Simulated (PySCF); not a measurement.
Fe⁺ (iron, charge +1): UHF calculation

Configuration: [Ar] 3d6 4s1, high-spin 6D determinant. All numbers are calculated (PySCF 2.14, the non-relativistic Hamiltonian (point nucleus), in pcseg-2 (6s4p3d2f1g, 56 functions)).

| Quantity | Value |
| --- | --- |
| Total energy | -1262.196438 hartree |
| One-electron energy | -1737.4428 hartree |
| Hartree (Coulomb) energy | 529.5528 hartree |
| Exchange energy | -54.3064 hartree |
| Kinetic energy | 1263.72460 hartree |
| ⟨S²⟩ | 8.7527 |
| ⟨L²⟩ | 6.018 |
| Sum of ⟨r⟩ | 18.13 bohr |
| Sum of ⟨r²⟩ | 25.47 bohr² |
| Traceless quadrupole moment −½Σ⟨3z² − r²⟩ along its main axis | 0.341 e·bohr² |
| Density at the nucleus (Gaussians lack the cusp) | 11800 bohr⁻³ |
| Spin density at the nucleus | 5.17 bohr⁻³ |
| Langevin diamagnetic susceptibility | -20.2 ×10⁻⁶ cm³/mol |
| Time after the integrals | 0.52 s of wall time on 1 thread of Neoverse-V1 (shared host) |

```tsv
shell	electrons	mean orbital energy (hartree)	spread (hartree)	rms radius, mean of both spins (bohr)
1s α	1	-261.60068	0	0.0685
1s β	1	-261.59438	0	0.0685
2s α	1	-32.24752	0	0.292
2s β	1	-32.11429	0	0.292
2p α	3	-27.72686	0.03522	0.262
2p β	3	-27.59877	0.00070	0.262
3s α	1	-4.64269	0	0.881
3s β	1	-4.27971	0	0.881
3p α	3	-3.25213	0.07539	0.940
3p β	3	-2.82436	0.05514	0.940
3d α	5	-0.98505	0.08830	1.21
3d β	1	-0.77892	0	1.21
4s α	1	-0.56026	0	3.03
```
